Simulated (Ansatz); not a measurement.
How basis sets differ on GeHBr (SMILES [GeH][Br])

GeHBr: 3 atoms, total charge 0, spin state singlet. As SMILES, `[GeH][Br]`. The shape is that of a PBE0-D4/def2-TZVP optimisation.

```jsonl
{"atom": "Ge", "x (Å)": "0.3594", "y (Å)": "-0.8599", "z (Å)": "0.0940"}
{"atom": "Br", "x (Å)": "0.6736", "y (Å)": "1.4172", "z (Å)": "0.5259"}
{"atom": "H", "x (Å)": "-1.0440", "y (Å)": "-0.6222", "z (Å)": "-0.6332"}
```

Each level gives the dipole moment (D). The values are calculated.

```tsv
level	kind	program	value (D)
HF/STO-3G	Hartree–Fock	Ansatz	2.17
HF/3-21G	Hartree–Fock	Ansatz	2.63
HF/6-31G* (spherical functions)	Hartree–Fock	Ansatz	2.32
HF/def2-SVP	Hartree–Fock	Ansatz	2.08
```

All-electron rows without a relativistic Hamiltonian named are non-relativistic. The values span 2.08 to 2.63 D. Sets without polarisation functions give poor dipoles.
